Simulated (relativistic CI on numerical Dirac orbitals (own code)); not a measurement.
# One change at a time: Re¹⁹⁺

Base calculation: Dirac-Coulomb-Breit CI, KLI orbitals optimised for each configuration, model QED (radiative potential, 1s self-energy scaled to tabulated hydrogen-like ionisation energies), unscaled Slater integrals.

CI space (outside the closed core [Ar] 3d10): 4s2.4p6.4d10.4f10, 4s2.4p6.4d10.4f9.5s, 4s2.4p6.4d10.4f8.5s2, 4s2.4p6.4d10.4f8.5s.5p, 4s2.4p6.4d10.4f9.5p, 4s2.4p6.4d9.4f11, 4s2.4p6.4d8.4f12, 4s2.4p6.4d10.4f9.5f, 4s2.4p6.4d10.4f9.6s, 4s2.4p5.4d10.4f11, 4s2.4p6.4d10.4f9.7s, 4s2.4p4.4d10.4f12, 4p6.4d10.4f12. Levels of other configurations are missing.

Variants: (1) non-relativistic limit; (2) only the first configuration. Shifts of the energy above 4s2.4p6.4d10.4f10 5I_8, in cm⁻¹, for the lowest level and the first level of each name with at least 55 % of one term (blank where a level changes its place among those of its configuration and J or its character, or is not in the variant):

```csv
Level,Base,Δ(1),Δ(2)
4s2.4p6.4d10.4f10 5I_8,0.0,0.0,0.0
4s2.4p6.4d10.4f10 5I_7,16899.0,-16898.9,-11.8
4s2.4p6.4d10.4f10 5I_6,26006.6,-26006.6,+529.1
4s2.4p6.4d10.4f10 5I_4,37807.5,-37807.5,+1088.7
4s2.4p6.4d10.4f10 5F_4,42811.9,-16348.2,+3356.4
4s2.4p6.4d10.4f10 3K_8,44029.3,-8570.6,+115.4
4s2.4p6.4d10.4f10 5G_6,48397.2,,+3132.3
4s2.4p6.4d10.4f10 5F_3,49380.2,-22916.6,+3234.0
4s2.4p6.4d10.4f10 3K_7,58455.7,-22997.1,+375.7
4s2.4p6.4d10.4f10 3L_9,61256.0,-10330.5,-904.5
4s2.4p6.4d10.4f10 3H_6,61750.4,-19266.1,+2779.5
4s2.4p6.4d10.4f10 5G_5,65347.7,-22370.5,+2847.0
4s2.4p6.4d10.4f10 3K_6,69068.7,,+883.7
4s2.4p6.4d10.4f10 3M_10,73783.5,-12265.1,-1588.3
4s2.4p6.4d10.4f10 3P_1,75381.1,,+4077.1
4s2.4p6.4d10.4f10 3L_8,78513.2,-27587.7,-647.0
4s2.4p6.4d10.4f10 3P_0,78914.6,-27834.6,+4649.0
4s2.4p6.4d10.4f10 1L_8,79855.2,-22199.9,-174.2
4s2.4p6.4d10.4f10 3I_7,83055.5,,+1260.3
4s2.4p6.4d10.4f10 3I_6,86942.3,-23599.8,+2000.6
4s2.4p6.4d10.4f10 3L_7,88708.4,,-274.6
4s2.4p6.4d10.4f10 3H_5,89319.8,,+3183.3
```

At this charge energies of transitions that change n are usually good to better than 1 %, and those within a shell (Δn = 0) to a few per cent. Terms inside the open d or f shell come out 10 to 20 % too wide with unscaled integrals.

Ionisation energy from the two ground configurations alone: base 504.755 eV. The NIST ASD value (theoretical) is 520 eV. The gap of more than 2 % comes from missing correlation, or from a tabulated value that is itself an estimate.

LS names give the leading component of a level, which can be under half, so a name can repeat, a term be missing and a line seem to break the LS rules.
